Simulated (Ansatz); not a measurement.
Two isomers of CH6SeSi2: A = `C[SiH]1[SiH2][Se]1`, B = `C1[SiH2][SiH2][Se]1`.

Gas-phase electronic energies from Ansatz, PBE0-D4/def2-TZVP geometries. CBS: MP2 limit from def2 TZ/QZ plus the TZ coupled-cluster correction, frozen cores. Functionals use def2-TZVPP. B3LYP here is the variant with VWN-RPA as its local correlation; programs differ in this. For Se outer-core shells are correlated without core-valence functions, which leaves a few kJ/mol of doubt a bond. Scalar relativity is left out up to krypton.

A:

```xyz
10

C     1.4743    0.6460   -0.6606
Si   -0.0465    0.5609    0.4134
Si   -1.3873   -1.2512    0.5354
Se   -2.0723    0.5821   -0.6682
H     1.3943   -0.0579   -1.4901
H     2.3652    0.4034   -0.0754
H     1.5943    1.6523   -1.0688
H     0.0215    1.4940    1.5655
H    -2.2124   -1.5647    1.7266
H    -1.1311   -2.4649   -0.2779
```

B:

Z-matrix (Å, degrees):
```
Si
Si 1 2.324
Se 1 2.964 2 49.9
C 1 1.893 2 88.2 3 -17.1
H 1 1.487 2 110.4 3 93.5
H 1 1.491 2 122.6 3 -136.6
H 2 1.486 1 120.6 3 -111.4
H 2 1.489 1 118.8 3 111.4
H 4 1.090 1 115.3 2 136.5
H 4 1.089 1 114.0 2 -95.8
```

**Question.** Which isomer does CCSD(T)/CBS put lower? Give the gap. (An estimate is asked.)

**Answer.** Ansatz gave: A, by 19.2 kcal/mol.

**Question.** Give E(B) − E(A) in kcal/mol with r2SCAN-D4, PBE-D4, PBE0-D4, B3LYP, MP2/def2-TZVPP, B3LYP-D4, CCSD(T)/def2-TZVPP. (Estimate.)

**Answer.** Computed: r2SCAN-D4 21.6, PBE-D4 19.9, PBE0-D4 20.0, B3LYP 19.6, MP2/def2-TZVPP 19.4, B3LYP-D4 18.7, CCSD(T)/def2-TZVPP 18.1. None reverses the order clearly.

Largest T1 diagnostic: 0.011.

The D4 term adds −0.9 kcal/mol with B3LYP and −0.4 kcal/mol with PBE0; it sums over pairs of atoms, weighted by their polarisabilities, and B3LYP, whose exchange is more repulsive, gets the larger term.
